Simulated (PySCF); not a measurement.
## Polarisability as a sum over states

Compound: C2H12GeOSi2.
Geometry (PBE0-D3(BJ)/def2-SVP, Å), atoms numbered from 1 in this order:
```
atom  x, y, z in Å
C1    -2.3865    1.3803   -0.4280
C2    -2.0337   -0.0771   -0.2378
O3    -0.6358   -0.2149   -0.2437
Ge4    0.1464   -1.8238   -0.0789
Si5    2.4244   -1.1307   -0.1290
Si6    2.3103    1.1804   -0.5155
H7    -3.4778    1.5243   -0.4271
H8    -1.9519    1.9872    0.3803
H9    -1.9847    1.7488   -1.3837
H10   -2.4938   -0.6842   -1.0444
H11   -2.4610   -0.4479    0.7166
H12   -0.3395   -2.4706    1.2394
H13   -0.3111   -2.7086   -1.2623
H14    3.1680   -1.8402   -1.2166
H15    3.0945   -1.4338    1.1744
H16    3.6965    1.7392   -0.6134
H17    1.5992    1.4458   -1.8000
H18    1.6070    1.8482    0.6179
```

Computed with TDDFT B3LYP/def2-SVPD, vertical, gas phase, core orbitals frozen in the response (PySCF 2.14.0, density-fitted response routines). The B3LYP/def2-SVPD calculation is non-relativistic and has no spin–orbit coupling, an omission that weighs most on germanium.

Computed singlets:

```json
{"state": "S1", "E (eV)": "5.77", "f": "0.0009"}
{"state": "S2", "E (eV)": "6.15", "f": "0.122"}
{"state": "S3", "E (eV)": "6.43", "f": "0.013"}
{"state": "S4", "E (eV)": "6.54", "f": "0.0057"}
{"state": "S5", "E (eV)": "6.58", "f": "0.0042"}
{"state": "S6", "E (eV)": "6.76", "f": "0.078"}
{"state": "S7", "E (eV)": "6.83", "f": "0.0038"}
{"state": "S8", "E (eV)": "6.83", "f": "0.084"}
{"state": "S9", "E (eV)": "6.99", "f": "0.012"}
{"state": "S10", "E (eV)": "7.01", "f": "0.094"}
```

How much of the mean static polarisability do these states give, one by one?

Each state adds f / ΔE² (ΔE in hartree, 27.2114 eV).

```
state  f/ΔE² (au)  running sum (au)  running share of α (%)
   S1        0.02              0.02                     0.0
   S2        2.38              2.40                     1.9
   S3        0.23              2.63                     2.1
   S4        0.10              2.73                     2.2
   S5        0.07              2.80                     2.2
   S6        1.26              4.06                     3.3
   S7        0.06              4.13                     3.3
   S8        1.33              5.45                     4.4
   S9        0.18              5.63                     4.5
  S10        1.41              7.04                     5.6
```

The full response gives 124.79 au (18.49 Å³), so 117.7 au comes from the higher roots of the same equations.

By how much does the contribution of these states grow at 1064 nm?

With ω = 0.0428 hartree each state's term in the mean polarisability goes from f / ΔE² to f / (ΔE² − ω²); the sum over all 10 states goes from 7.04 to 7.27 au, a rise of 0.23 au.

The largest single term belongs to S2, which also has the largest f.

One conformer stands for the species.
